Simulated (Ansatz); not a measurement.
One change: `[F][Ge]1([SH])[CH2][NH]1` becomes `[SH][GeH]1[CH2][NH]1`.

Ansatz, PBE0-D4/def2-TZVP geometries, multiplicity 1. Each molecule was computed in one conformer, which needn't be the lowest.

Scalar relativity is left out up to krypton.

```tsv
property	`[F][Ge]1([SH])[CH2][NH]1`
size of the dipole moment (ωB97M-V/def2-TZVPP) / D	2.93
HOMO energy (PBE/def2-TZVPP) / eV	-5.65
LUMO energy (ωB97M-V/def2-TZVPP) / eV	0.73
HOMO–LUMO gap (B3LYP/def2-TZVPP) / eV	5.13
HOMO–LUMO gap (ωB97M-V/def2-TZVPP) / eV	9.81
LUMO energy (B3LYP/def2-TZVPP) / eV	-1.53
```

Q: Give the same properties after the change, and the shifts. (Best estimate.)

A: Computed: 
| property | `[SH][GeH]1[CH2][NH]1` | shift |
| --- | --- | --- |
| size of the dipole moment (ωB97M-V/def2-TZVPP) / D | 1.64 | -1.29 |
| HOMO energy (PBE/def2-TZVPP) / eV | -5.24 | 0.41 |
| LUMO energy (ωB97M-V/def2-TZVPP) / eV | 1.52 | 0.79 |
| HOMO–LUMO gap (B3LYP/def2-TZVPP) / eV | 5.49 | 0.36 |
| HOMO–LUMO gap (ωB97M-V/def2-TZVPP) / eV | 10.04 | 0.23 |
| LUMO energy (B3LYP/def2-TZVPP) / eV | -0.67 | 0.86 |

With PBE0 the HOMO rises by 0.50 eV and the LUMO rises by 0.86 eV, so the gap widens by about 0.36 eV. PBE moves the HOMO by 0.41 eV and ωB97M-V by 0.56 eV. Dipoles are sizes alone; their direction can turn.

Positive LUMOs are unbound, so they and the gaps depend on the basis.

B3LYP here is the variant with VWN-RPA as its local correlation; programs differ in this.
